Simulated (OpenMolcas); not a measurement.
**N I: from CASSCF to CASPT2**

| Quantity | Value |
| --- | --- |
| Program | OpenMolcas 26.06 |
| Basis | ANO-RCC-VDZP [3s2p1d] |
| Scalar Hamiltonian | DKH2, point nucleus |
| Active space | 5 electrons in 4 orbitals (2s 2p) |
| State averaging | 2S+1 = 4 odd, 1 root; 2S+1 = 2 odd, 8 roots kept (CI in the orbitals of an earlier block); 2S+1 = 4 even, 3 roots |
| Spin-orbit coupling | state interaction with AMFI integrals over the reference wave functions, term energies averaged over their components |

Methods on the same reference wave functions:
A. CASSCF
B. SS-CASPT2, IPEA 0.25 Eh, imaginary shift 0.1 Eh (closed shells correlated: 1s)

Energies in cm-1 above 2s2 2p3 4S* 3/2, the measured ground level; measured values from NIST Handbook of Basic Atomic Spectroscopic Data.

```tsv
Level	A	B	Measured
2s2 2p3 4S* 3/2	0.0	0.0	0.0
2s2 2p3 2D* 3/2	23320	21730	19233
2s2 2p3 2D* 5/2	23321	21730	19224
2s2 2p3 2P* 3/2	31029	31000	28839
2s2 2p3 2P* 1/2	31031	31010	28839
2s 2p4 4P 5/2	90811	89450	88107
2s 2p4 4P 3/2	90872	89510	88151
2s 2p4 4P 1/2	90908	89550	88171
```

Deviations, from unrounded energies. A percentage is the sum of absolute deviations over the sum of measured energies, with the sign that they share, or ± where signs differ.

| Against measurement | Levels | A | B |
| --- | --- | --- | --- |
| mean absolute deviation (cm-1) | 7 | 3000 | 1900 |
| other terms of the ground configuration (%) | 4 | +13.1 | +9.7 |
| other configurations (%) | 3 | +3.1 | +1.5 |

B lies closest to measurement on these levels. The largest miss of B in the table is 2s2 2p3 2D* 5/2, by +2500 cm-1. The ranking rests on the paired levels alone, and a cruder setting can come out closer through cancelling errors.

From A to B the spin-free energies of the other terms of 2s2 2p3 shown, above 4S*, scale by factors of 0.93 to 1.00.

The lowest spin-free term lies below A's lowest term by 0.086 hartree in B.

CASPT2 does not keep the components of a term degenerate, so their means are used; among the terms shown or strongly mixed into the levels shown the widest spread is 420 cm-1 (2s2 2p3 2D*, B). Terms from blocks run as CI alone lack orbitals of their own. Without dynamic correlation excited terms often stand tens of per cent too high (terms of higher spin than the ground term too low), and those without a measured partner can miss by more than the paired ones (holds for A). Measured partners are found by configuration, term and J. A level has none where our copy of the source lacks it or the pairing is in doubt (some pairs that miss far off the trend of their configuration count as doubtful), and it then counts in no deviation. Only configurations of the active space appear.

* marks odd parity.
